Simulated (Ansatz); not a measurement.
`OCO[SiH2]O` and `OCO[SiH3]` differ in one atom or group.

Ansatz, PBE0-D4/def2-TZVP geometries, multiplicity 1. Each molecule was computed in one conformer, which needn't be the lowest.

```
                                          property  `OCO[SiH2]O`
           HOMO–LUMO gap (ωB97M-V/def2-TZVPP) / eV         13.09
  size of the dipole moment (B3LYP/def2-TZVPP) / D          1.71
             HOMO energy (ωB97M-V/def2-TZVPP) / eV        -10.96
size of the dipole moment (ωB97M-V/def2-TZVPP) / D          1.73
               HOMO–LUMO gap (PBE/def2-TZVPP) / eV          6.76
               LUMO energy (B3LYP/def2-TZVPP) / eV          0.29
```

Task: What does the change do to each property? (An estimate is asked.)

Result: The calculation gave: 
| property | `OCO[SiH3]` | shift |
| --- | --- | --- |
| HOMO–LUMO gap (ωB97M-V/def2-TZVPP) / eV | 12.46 | -0.63 |
| size of the dipole moment (B3LYP/def2-TZVPP) / D | 1.42 | -0.29 |
| HOMO energy (ωB97M-V/def2-TZVPP) / eV | -10.59 | 0.37 |
| size of the dipole moment (ωB97M-V/def2-TZVPP) / D | 1.42 | -0.31 |
| HOMO–LUMO gap (PBE/def2-TZVPP) / eV | 6.01 | -0.75 |
| LUMO energy (B3LYP/def2-TZVPP) / eV | 0.00 | -0.29 |

With PBE0 the HOMO rises by 0.40 eV and the LUMO falls by 0.40 eV, so the gap narrows by about 0.80 eV. PBE moves the HOMO by 0.38 eV and ωB97M-V by 0.37 eV. Dipoles are sizes alone; their direction can turn.

B3LYP here is the variant with VWN-RPA as its local correlation; programs differ in this.
